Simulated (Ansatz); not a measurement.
A calculation with Ansatz (development build ahead of 0.2.0).

```yaml
crystal:
  periodic: [false, false, false]
  atoms:
    - { symbol: Fe, position_ang: [0.0, 0.0, 0.0] }
    - { symbol: O, position_ang: [0.0, 0.0, 2.4246] }
basis:
  gaussian: { orbitals: pcseg-2 }
magnetization:
  spin_polarized: true
  initial_magnetization: 4
hamiltonian:
  xc: pbe0
```

The input is written out in the form of the current development build from the run's settings.

The run gave:

```yaml
Converged: yes
Total_energy: -1338.53522 hartree
Spin_squared_of_the_determinant: 6.993
Stability_test: minimum
```

Caution: the unrestricted determinant is a mixture of spin states.
